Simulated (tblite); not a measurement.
A geometry optimisation, step by step.

C₅H₁₄SSeSi.
Numbering: `[CH3:1][CH2:2][Se:3][CH2:4][C@@H:5]([CH3:6])[SiH2:7][SH:8]` (hydrogens: H9, H10, H11 on C1; H12, H13 on C2; H14, H15 on C4; H16 on C5; H17, H18, H19 on C6; H20, H21 on Si7; H22 on S8)

Computed with GFN2-xTB (tblite), gas phase: L-BFGS steps from a force-field or distance-geometry start until the largest atomic force falls under 0.01 eV/Å. 9 of its 195 geometries are shown.

Step 0: E = -707.0644 eV, largest atomic force 2.583 eV/Å
```
atom  x, y, z in Å  |  force x, y, z in eV/Å
C1      3.852   -0.163    0.275    0.136   0.487   0.065
C2      2.633    0.625   -0.216   -0.117   0.083   2.579
Se3     1.391   -0.591   -1.052    0.125  -0.537  -1.424
C4     -0.127   -0.979    0.108   -0.303  -0.572   0.559
C5     -1.250   -0.001   -0.103    1.259   1.180  -0.451
C6     -1.722   -0.075   -1.551   -0.784  -0.498   0.446
Si7    -2.724   -0.255    0.963   -0.878  -0.463   1.229
S8     -3.720    1.635    1.180    0.147   0.964  -0.471
H9      3.550   -0.940    0.999    0.227   0.241  -0.589
H10     4.354   -0.572   -0.609   -0.022  -0.192   0.484
H11     4.538    0.531    0.790   -0.158  -0.328  -0.209
H12     2.113    1.028    0.708    0.295  -0.152  -0.908
H13     2.937    1.463   -0.823   -0.172   0.055  -0.473
H14    -0.482   -1.992   -0.239    0.541   0.759   0.535
H15     0.212   -1.008    1.161   -0.106  -0.160  -0.448
H16    -0.867    1.039    0.107   -0.094  -0.708  -0.257
H17    -0.996    0.425   -2.201   -0.481  -0.329  -0.117
H18    -1.839   -1.179   -1.775    0.089   1.388  -0.247
H19    -2.726    0.412   -1.540    0.768  -0.282  -0.830
H20    -3.653   -1.215    0.378   -0.084   0.052  -0.051
H21    -2.373   -0.756    2.304   -0.064   0.240  -0.127
H22    -3.114    2.586    0.334   -0.325  -1.226   0.706
```

Step 24: E = -707.7401 eV, largest atomic force 0.102 eV/Å
```
atom  x, y, z in Å  |  force x, y, z in eV/Å
C1      3.846   -0.149    0.333   -0.030   0.027  -0.004
C2      2.576    0.525   -0.156    0.028  -0.006   0.018
Se3     1.419   -0.709   -1.187   -0.014  -0.024  -0.036
C4     -0.117   -0.914    0.068    0.050  -0.054  -0.031
C5     -1.254    0.062   -0.157    0.080  -0.009  -0.062
C6     -1.752   -0.006   -1.601   -0.004   0.003  -0.031
Si7    -2.696   -0.280    1.052    0.054   0.027  -0.024
S8     -3.734    1.586    1.287   -0.050   0.076  -0.018
H9      3.618   -0.954    1.030    0.008   0.063  -0.027
H10     4.406   -0.570   -0.503   -0.057   0.040   0.029
H11     4.476    0.589    0.831   -0.009  -0.070   0.036
H12     1.962    0.880    0.673    0.037   0.039   0.009
H13     2.815    1.364   -0.813   -0.042  -0.047   0.010
H14    -0.450   -1.940   -0.086   -0.046  -0.042  -0.007
H15     0.310   -0.834    1.069   -0.034   0.013   0.012
H16    -0.872    1.075    0.016    0.021   0.033   0.029
H17    -0.991    0.377   -2.280    0.000  -0.005   0.006
H18    -1.960   -1.035   -1.887   -0.025  -0.022   0.048
H19    -2.658    0.579   -1.740    0.001   0.035   0.000
H20    -3.623   -1.251    0.481    0.014  -0.017   0.012
H21    -2.269   -0.651    2.394    0.057  -0.030   0.002
H22    -3.061    2.277    0.375   -0.038  -0.029   0.029
```

Step 48: E = -707.7770 eV, largest atomic force 0.105 eV/Å
```
atom  x, y, z in Å  |  force x, y, z in eV/Å
C1      3.766   -0.120    0.397    0.008  -0.017   0.005
C2      2.506    0.502   -0.169   -0.028  -0.030   0.009
Se3     1.449   -0.815   -1.207    0.000  -0.007  -0.036
C4     -0.121   -0.976   -0.004    0.040  -0.019  -0.022
C5     -1.182    0.087   -0.211    0.016  -0.003   0.019
C6     -1.740    0.038   -1.627   -0.015  -0.020  -0.017
Si7    -2.547   -0.222    1.085   -0.071  -0.022   0.064
S8     -3.790    1.516    1.340    0.077  -0.017  -0.069
H9      3.523   -0.961    1.043   -0.022  -0.020   0.021
H10     4.398   -0.485   -0.409    0.032  -0.006  -0.015
H11     4.330    0.607    0.977   -0.021   0.050  -0.006
H12     1.838    0.852    0.619    0.025   0.064   0.009
H13     2.740    1.327   -0.843   -0.003  -0.007   0.029
H14    -0.523   -1.971   -0.202   -0.021   0.025  -0.038
H15     0.274   -0.964    1.013    0.037   0.008  -0.022
H16    -0.734    1.076   -0.061    0.075  -0.013   0.045
H17    -0.942    0.197   -2.353    0.018   0.049  -0.002
H18    -2.178   -0.935   -1.833   -0.059  -0.045   0.004
H19    -2.500    0.802   -1.776   -0.015   0.016  -0.037
H20    -3.397   -1.311    0.615   -0.010   0.002   0.061
H21    -1.961   -0.489    2.397   -0.039   0.003  -0.013
H22    -3.218    2.264    0.407   -0.025   0.008   0.009
```

Step 73: E = -707.8033 eV, largest atomic force 0.052 eV/Å
```
atom  x, y, z in Å  |  force x, y, z in eV/Å
C1      3.691   -0.092    0.467   -0.016  -0.005   0.003
C2      2.470    0.512   -0.196   -0.049  -0.011  -0.015
Se3     1.472   -0.800   -1.300   -0.021   0.000   0.002
C4     -0.105   -1.074   -0.120    0.004   0.014   0.001
C5     -1.138    0.035   -0.204    0.011   0.005  -0.024
C6     -1.769    0.084   -1.593    0.001  -0.008  -0.015
Si7    -2.454   -0.216    1.157    0.011   0.019  -0.008
S8     -3.751    1.499    1.226    0.024   0.008  -0.003
H9      3.414   -0.931    1.102   -0.032  -0.012   0.013
H10     4.394   -0.451   -0.281    0.006   0.005  -0.014
H11     4.187    0.656    1.082    0.011   0.013  -0.001
H12     1.754    0.881    0.539   -0.009   0.020   0.035
H13     2.746    1.330   -0.862    0.023  -0.012  -0.002
H14    -0.525   -2.030   -0.436   -0.010   0.027   0.012
H15     0.295   -1.181    0.889    0.005  -0.017  -0.003
H16    -0.626    0.990   -0.028   -0.001  -0.010  -0.006
H17    -0.985    0.141   -2.350   -0.039   0.018   0.000
H18    -2.359   -0.811   -1.785    0.032   0.006   0.011
H19    -2.417    0.952   -1.703    0.021  -0.018  -0.008
H20    -3.310   -1.360    0.867    0.030  -0.029  -0.005
H21    -1.816   -0.319    2.465   -0.009   0.003   0.015
H22    -3.177    2.205    0.263    0.008  -0.017   0.013
```

Step 97: E = -707.8094 eV, largest atomic force 0.051 eV/Å
```
atom  x, y, z in Å  |  force x, y, z in eV/Å
C1      3.626   -0.097    0.500   -0.022   0.006  -0.011
C2      2.437    0.521   -0.209   -0.031  -0.023  -0.034
Se3     1.470   -0.792   -1.340    0.026   0.028   0.008
C4     -0.094   -1.084   -0.157   -0.006   0.016  -0.002
C5     -1.110    0.041   -0.211   -0.015   0.005  -0.008
C6     -1.770    0.095   -1.586   -0.006  -0.001   0.002
Si7    -2.390   -0.208    1.183    0.001   0.008  -0.020
S8     -3.713    1.486    1.212    0.006   0.002   0.005
H9      3.307   -0.920    1.137    0.015   0.008  -0.001
H10     4.340   -0.479   -0.226    0.003  -0.012   0.020
H11     4.122    0.651    1.117   -0.006  -0.009   0.006
H12     1.700    0.902    0.499    0.016   0.020  -0.002
H13     2.748    1.329   -0.872    0.010  -0.012   0.013
H14    -0.537   -2.022   -0.494    0.007  -0.002   0.010
H15     0.311   -1.227    0.846    0.007  -0.001   0.006
H16    -0.586    0.993   -0.049    0.008  -0.021   0.014
H17    -1.004    0.169   -2.359   -0.014  -0.004  -0.004
H18    -2.350   -0.807   -1.768    0.003  -0.021  -0.017
H19    -2.432    0.952   -1.682    0.003   0.012   0.010
H20    -3.201   -1.392    0.926   -0.007  -0.002   0.004
H21    -1.746   -0.266    2.493    0.008   0.011  -0.020
H22    -3.139    2.175    0.236   -0.007  -0.010   0.021
```

Step 121: E = -707.8235 eV, largest atomic force 0.077 eV/Å
```
atom  x, y, z in Å  |  force x, y, z in eV/Å
C1      3.437   -0.141    0.621   -0.022   0.001  -0.021
C2      2.457    0.565   -0.296    0.043   0.053   0.036
Se3     1.484   -0.694   -1.469    0.002   0.047  -0.005
C4     -0.036   -1.058   -0.251    0.002  -0.010   0.012
C5     -1.091    0.031   -0.266    0.014   0.001  -0.005
C6     -1.810    0.072   -1.612   -0.007   0.005   0.016
Si7    -2.268   -0.213    1.218    0.019  -0.023  -0.002
S8     -3.660    1.425    1.301   -0.022  -0.031   0.015
H9      2.923   -0.871    1.244    0.015  -0.002   0.009
H10     4.193   -0.661    0.035   -0.015  -0.011   0.013
H11     3.937    0.577    1.269   -0.028   0.012  -0.008
H12     1.702    1.118    0.269    0.006  -0.049  -0.018
H13     2.970    1.264   -0.958    0.018  -0.032  -0.023
H14    -0.448   -2.015   -0.574   -0.032   0.014  -0.011
H15     0.404   -1.190    0.739    0.008   0.011   0.008
H16    -0.582    0.996   -0.134   -0.001   0.016   0.016
H17    -1.095    0.292   -2.407    0.010  -0.010   0.000
H18    -2.276   -0.884   -1.839   -0.016  -0.039   0.054
H19    -2.580    0.840   -1.626   -0.010   0.028  -0.014
H20    -3.055   -1.433    1.095    0.000   0.018  -0.019
H21    -1.507   -0.186    2.467   -0.016   0.000  -0.041
H22    -3.107    2.188    0.371    0.030   0.002  -0.013
```

Step 146: E = -707.8373 eV, largest atomic force 0.017 eV/Å
```
atom  x, y, z in Å  |  force x, y, z in eV/Å
C1      3.325   -0.158    0.690    0.001  -0.003   0.000
C2      2.519    0.588   -0.353   -0.002   0.007   0.009
Se3     1.500   -0.610   -1.548   -0.002   0.005  -0.016
C4      0.006   -1.011   -0.309   -0.005  -0.006   0.007
C5     -1.073    0.055   -0.291    0.004  -0.001  -0.001
C6     -1.857    0.050   -1.600    0.004   0.004  -0.002
Si7    -2.204   -0.231    1.219    0.006   0.013   0.004
S8     -3.680    1.329    1.312   -0.005  -0.009   0.001
H9      2.689   -0.806    1.290    0.000   0.010   0.003
H10     4.088   -0.771    0.215   -0.002  -0.014  -0.003
H11     3.814    0.551    1.356    0.009  -0.001   0.000
H12     1.793    1.261    0.107   -0.008   0.005  -0.003
H13     3.169    1.167   -1.010   -0.003   0.006  -0.005
H14    -0.400   -1.968   -0.636   -0.002   0.003   0.008
H15     0.467   -1.145    0.670   -0.010  -0.002  -0.001
H16    -0.587    1.034   -0.188   -0.007  -0.004   0.007
H17    -1.175    0.184   -2.441    0.006  -0.001  -0.004
H18    -2.376   -0.897   -1.734    0.003   0.001   0.001
H19    -2.592    0.852   -1.624    0.009  -0.003  -0.013
H20    -2.947   -1.477    1.096   -0.011  -0.012   0.002
H21    -1.422   -0.180    2.452    0.001   0.004  -0.001
H22    -3.068    2.200    0.523    0.012  -0.001   0.005
```

Step 170: E = -707.8395 eV, largest atomic force 0.020 eV/Å
```
atom  x, y, z in Å  |  force x, y, z in eV/Å
C1      3.323   -0.158    0.682    0.007  -0.001   0.001
C2      2.522    0.602   -0.355   -0.002  -0.005   0.002
Se3     1.490   -0.588   -1.546   -0.001  -0.010  -0.004
C4      0.008   -1.002   -0.296   -0.003   0.001  -0.001
C5     -1.082    0.052   -0.289    0.004   0.002  -0.001
C6     -1.845    0.039   -1.611    0.003   0.007   0.004
Si7    -2.225   -0.243    1.210    0.017  -0.009  -0.004
S8     -3.713    1.305    1.287   -0.002   0.007  -0.010
H9      2.674   -0.761    1.315   -0.002   0.003   0.008
H10     4.038   -0.820    0.199    0.007  -0.004  -0.004
H11     3.868    0.537    1.317   -0.001   0.010   0.000
H12     1.806    1.284    0.107    0.004   0.001   0.000
H13     3.177    1.172   -1.016   -0.001   0.000   0.002
H14    -0.387   -1.967   -0.613    0.002  -0.001   0.000
H15     0.473   -1.121    0.683   -0.003   0.000  -0.004
H16    -0.607    1.036   -0.180    0.003  -0.003   0.003
H17    -1.144    0.156   -2.439   -0.012   0.003  -0.005
H18    -2.371   -0.904   -1.745    0.002   0.014   0.007
H19    -2.569    0.850   -1.657   -0.004  -0.013  -0.005
H20    -2.966   -1.490    1.083   -0.002   0.002   0.006
H21    -1.447   -0.185    2.448   -0.012   0.000  -0.009
H22    -3.035    2.225    0.615   -0.004  -0.004   0.011
```

Step 194: E = -707.8410 eV, largest atomic force 0.008 eV/Å
```
atom  x, y, z in Å  |  force x, y, z in eV/Å
C1      3.323   -0.147    0.695    0.001   0.001   0.004
C2      2.529    0.592   -0.364   -0.001  -0.008  -0.001
Se3     1.502   -0.614   -1.544   -0.001   0.001   0.001
C4      0.005   -1.013   -0.306    0.006  -0.004   0.001
C5     -1.077    0.049   -0.303    0.005   0.000  -0.003
C6     -1.842    0.041   -1.623   -0.005  -0.001  -0.003
Si7    -2.225   -0.241    1.194   -0.007   0.003   0.002
S8     -3.761    1.260    1.233   -0.001   0.002  -0.002
H9      2.667   -0.705    1.361   -0.005  -0.004  -0.001
H10     4.016   -0.846    0.232    0.000   0.004  -0.006
H11     3.893    0.562    1.293   -0.004   0.003   0.004
H12     1.814    1.287    0.080    0.002  -0.001  -0.004
H13     3.191    1.146   -1.031   -0.003   0.000  -0.004
H14    -0.395   -1.974   -0.629    0.004  -0.003   0.001
H15     0.461   -1.139    0.676    0.003   0.000   0.002
H16    -0.596    1.029   -0.194    0.001   0.007   0.004
H17    -1.147    0.163   -2.455    0.000   0.003   0.004
H18    -2.368   -0.902   -1.757    0.003  -0.004  -0.001
H19    -2.570    0.849   -1.662    0.002   0.005  -0.003
H20    -2.946   -1.500    1.092   -0.002  -0.002   0.001
H21    -1.456   -0.141    2.435    0.000  -0.001   0.002
H22    -3.027    2.264    0.776    0.001  -0.002   0.003
```

Q: Summarise the path.

A: The energy falls by 17.91 kcal/mol from step 0 to step 194; nine tenths of that is first reached at step 40. It falls at every step. The largest force goes from 2.583 to 0.008 eV/Å. Among the bonds S8–H22 changes most, from 1.409 to 1.325 Å; the atoms move by 0.632 Å rms after alignment.

Q: Follow the three bonds and two angles with the largest change from start to end.

A: 
| step | E above end (kcal/mol) | largest force (eV/Å) | S8–H22 (Å) | C5–Si7 (Å) | C2–Se3 (Å) | C2–Se3–C4 (°) | Si7–S8–H22 (°) |
| --- | --- | --- | --- | --- | --- | --- | --- |
| 0 | 17.91 | 2.583 | 1.409 | 1.836 | 1.929 | 111.7 | 109.5 |
| 8 | 4.38 | 0.366 | 1.342 | 1.916 | 1.976 | 104.8 | 100.0 |
| 17 | 2.95 | 0.166 | 1.324 | 1.921 | 1.985 | 102.6 | 96.4 |
| 25 | 2.28 | 0.104 | 1.326 | 1.914 | 1.981 | 100.6 | 97.6 |
| 34 | 1.98 | 0.113 | 1.324 | 1.914 | 1.984 | 99.9 | 97.4 |
| 42 | 1.73 | 0.078 | 1.324 | 1.910 | 1.983 | 99.3 | 97.3 |
| 51 | 1.37 | 0.092 | 1.323 | 1.911 | 1.983 | 99.0 | 98.1 |
| 59 | 1.20 | 0.056 | 1.324 | 1.911 | 1.981 | 98.6 | 99.2 |
| 67 | 1.02 | 0.087 | 1.325 | 1.912 | 1.980 | 98.7 | 98.2 |
| 76 | 0.84 | 0.058 | 1.324 | 1.909 | 1.983 | 99.1 | 97.9 |
| 84 | 0.78 | 0.038 | 1.324 | 1.909 | 1.980 | 98.7 | 97.4 |
| 93 | 0.75 | 0.041 | 1.325 | 1.908 | 1.979 | 98.4 | 97.5 |
| 101 | 0.70 | 0.037 | 1.325 | 1.908 | 1.980 | 97.6 | 97.7 |
| 110 | 0.61 | 0.040 | 1.325 | 1.907 | 1.979 | 97.0 | 97.7 |
| 118 | 0.46 | 0.056 | 1.325 | 1.908 | 1.978 | 97.2 | 98.1 |
| 127 | 0.27 | 0.052 | 1.325 | 1.909 | 1.977 | 98.1 | 97.5 |
| 135 | 0.17 | 0.042 | 1.324 | 1.908 | 1.976 | 97.9 | 97.3 |
| 143 | 0.10 | 0.030 | 1.325 | 1.908 | 1.975 | 97.7 | 97.5 |
| 152 | 0.07 | 0.027 | 1.325 | 1.908 | 1.976 | 97.5 | 97.5 |
| 160 | 0.05 | 0.019 | 1.325 | 1.909 | 1.977 | 97.7 | 97.5 |
| 169 | 0.04 | 0.021 | 1.325 | 1.908 | 1.975 | 97.8 | 97.3 |
| 177 | 0.03 | 0.017 | 1.325 | 1.908 | 1.976 | 97.8 | 97.4 |
| 186 | 0.01 | 0.024 | 1.326 | 1.908 | 1.975 | 98.0 | 97.3 |
| 194 | 0.00 | 0.008 | 1.325 | 1.908 | 1.976 | 98.2 | 97.3 |

What follows is the cost of the whole relaxation. The run took 6.6 s on Intel Xeon at 2.50 GHz, one thread, shared host with 64 logical CPUs at a one-minute load of 63.
